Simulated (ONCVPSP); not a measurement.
Transferability test, ONCV potential for Ti

titanium (Ti), optimised norm-conserving Vanderbilt (ONCV), made with ONCVPSP 4.0.1 (PBE, scalar-relativistic). Core [Ne], reference 3s2 3p6 3d1 (charge +3). Waves: 3s: rc 1.35 bohr, ncon 4, nbas 8, qcut 11.1 1/bohr, 2 projectors, debl 1 Ha; 3p: rc 1.45 bohr, ncon 4, nbas 8, qcut 9.1 1/bohr, 3 projectors, debl 2.2 Ha; 3d: rc 1.85 bohr, ncon 5, nbas 10, qcut 8 1/bohr, 2 projectors, debl 1.2 Ha. Local part: polynomial inside 1.20 bohr (lpopt 5, dvloc0 0 Ha). Core correction: Teter function, fcfact 4.75, rcfact 1.

In the s channel the program set the typed energies aside and used -3.493, 0.250 Ha. In the p channel the program set the typed energies aside and used -2.606, 0.250, 2.450 Ha. In the d channel the program set the typed energies aside and used -1.275, 0.250 Ha.

Energies are relative to the spin-unpolarised reference configuration 3s2 3p6 3d1; without spin polarisation the order of configurations can differ from experiment.

```
valence configuration  charge  ΔE all-electron (eV)  error AE − PS (meV)
      3s2 3p6 3d2 4s2       0               -47.867                  +59
      3s2 3p6 3d2 4s1      +1               -40.520                  +70
          3s2 3p6 3d2      +2               -26.948                  +84
      3s2 3p6 3d3 4s1       0               -46.761                 +133
```
